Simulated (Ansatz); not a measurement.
Harmonic frequencies (cm⁻¹) at PBE0-D4/def2-TZVP from Ansatz: 142, 142, 291, 291, 351, 412, 412, 628, 891, 1032, 1032, 2360.

Q: Which molecule is it?
A. `N#C[Si](F)(F)F`
B. `C[Si](F)(F)I`
C. `O[Si](F)(Cl)Cl`
D. `F[Si](F)(F)Br`

A: A.
